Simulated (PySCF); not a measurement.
Run record: excited-state job, GeHMe2(NHEt) (`[H][Ge]([CH3])([CH3])[NH]CC`).

Method: TDDFT CAM-B3LYP/def2-SVPD, vertical, gas phase, core orbitals frozen in the response (PySCF 2.14.0, density-fitted response routines). Geometry: PBE0-D3(BJ)/def2-SVP. The command runs a driver script over a list of jobs; the input below is this job's line of settings and its coordinates in Å.

Command:
```bash
OMP_NUM_THREADS=1 python probes_run.py task.json out
```

Input:
```
{"job": {"kind": "uv", "xc": "CAM-B3LYP", "basis": "def2-SVPD", "ip": false, "nstates": 15}, "charge": 0, "multiplicity": 1}
Ge     0.520201     1.046151     0.281014
H      0.647753     1.138812     1.818987
C      2.290780     0.685567    -0.479484
H      2.238211     0.641829    -1.577775
H      2.679159    -0.276110    -0.112364
H      3.002656     1.475974    -0.196480
C     -0.232046     2.674390    -0.479598
H      0.405915     3.540224    -0.248864
H     -1.236489     2.858964    -0.072644
H     -0.307650     2.588544    -1.573944
N     -0.695888    -0.296573    -0.043843
C     -0.468238    -1.645241     0.424108
C     -1.760465    -2.440313     0.509867
H     -1.103256    -0.275958    -0.975063
H      0.261807    -2.210187    -0.196375
H     -0.013774    -1.587469     1.429354
H     -2.484745    -1.924812     1.157798
H     -1.585433    -3.452892     0.905439
H     -2.221267    -2.547450    -0.485534
```

**Question.** Give the output.

**Answer.** 
```
coarse grid: 65392 points
cycle   1  E = -2291.5481410906  dE = -3.533e-01  |g| = 5.847e-01  |ddm| = 5.518e+00
cycle   2  E = -2291.5483302175  dE = -1.891e-04  |g| = 6.178e-01  |ddm| = 1.667e+00
cycle   3  E = -2291.6114613585  dE = -6.313e-02  |g| = 5.688e-02  |ddm| = 7.710e-01
cycle   4  E = -2291.6119955315  dE = -5.342e-04  |g| = 3.239e-02  |ddm| = 1.169e-01
cycle   5  E = -2291.6122319836  dE = -2.365e-04  |g| = 4.288e-03  |ddm| = 4.001e-02
cycle   6  E = -2291.6122356496  dE = -3.666e-06  |g| = 1.226e-03  |ddm| = 1.325e-02
final grid: 138704 points
cycle   7  E = -2291.6122402246  dE = -1.623e-07  |g| = 1.103e-03  |ddm| = 6.354e-03
cycle   8  E = -2291.6122402437  dE = -1.908e-08  |g| = 1.087e-03  |ddm| = 2.819e-03
cycle   9  E = -2291.6122404220  dE = -1.783e-07  |g| = 7.678e-05  |ddm| = 1.160e-03
cycle  10  E = -2291.6122404234  dE = -1.386e-09  |g| = 2.015e-05  |ddm| = 1.658e-04
cycle  11  E = -2291.6122404236  dE = -1.583e-10  |g| = 7.651e-06  |ddm| = 1.033e-04
converged SCF energy = -2291.6122404236

Static polarisability (au): isotropic 89.982, principal 78.711 89.668 101.567

Singlet excitations
state   eV       nm        f      main configurations
  1   5.9128    209.7   0.02172   H->L 0.67, H->L+1 0.12, H->L+4 0.10
  2   6.6616    186.1   0.01273   H->L+1 0.70, H->L+2 0.12
  3   6.7941    182.5   0.00468   H->L+2 0.54, H->L 0.20, H->L+3 0.08
  4   7.0173    176.7   0.00748   H->L+3 0.70, H->L+2 0.17
  5   7.3427    168.9   0.02168   H->L+4 0.56, H->L+6 0.19
  6   7.6895    161.2   0.04362   H->L+5 0.47, H->L+6 0.17, H->L+3 0.09
  7   7.7474    160.0   0.04904   H->L+6 0.41, H->L+7 0.20, H->L+5 0.13
  8   8.1117    152.8   0.05179   H-1->L 0.56, H->L+7 0.15
  9   8.2015    151.2   0.08586   H-1->L 0.25, H->L+7 0.22, H->L+10 0.12
 10   8.3644    148.2   0.01684   H->L+8 0.71
 11   8.4489    146.7   0.04261   H->L+10 0.54, H->L+7 0.24
 12   8.5795    144.5   0.00786   H-2->L 0.72
 13   8.6262    143.7   0.00771   H->L+9 0.49, H-1->L+1 0.14
 14   8.7682    141.4   0.02653   H-3->L 0.28, H-1->L+1 0.18, H-2->L+1 0.15
 15   8.8647    139.9   0.05801   H-1->L+2 0.35, H-1->L+1 0.19, H-3->L 0.10

Triplet excitations (Tamm-Dancoff, eV): 5.6598 6.5479 6.6166 6.7773
```

The SCF starts on a coarse grid where the log names one; the energy can jump when the final grid takes over, and dE then counts from the start density on the new grid. H and L stand for HOMO and LUMO; the number after each pair is its weight.

**Question.** Give S1 in cm⁻¹ and kJ/mol.

**Answer.** 5.9128 eV × 8065.54 = 47690 cm⁻¹; × 96.485 = 570.5 kJ/mol.

Main results: HOMO -7.72 eV, LUMO 1.17 eV; lowest singlet 5.91 eV; lowest triplet 5.66 eV (Tamm–Dancoff); mean polarisability 90.0 au.

 The CAM-B3LYP/def2-SVPD calculation is non-relativistic and has no spin–orbit coupling, an omission that weighs most on germanium.

**Question.** Estimate the wall time. Hardware: one thread of an Intel Xeon at 2.50 GHz, on a shared host. And the peak memory of the process?

**Answer.** About 3.4 min (density and orbital grids were written too), with 1.3 GiB resident at the peak, the Python interpreter and its libraries included.

One conformer stands for the species.
Labels such as C1 count atoms from 1, the log's own numbers from 0.
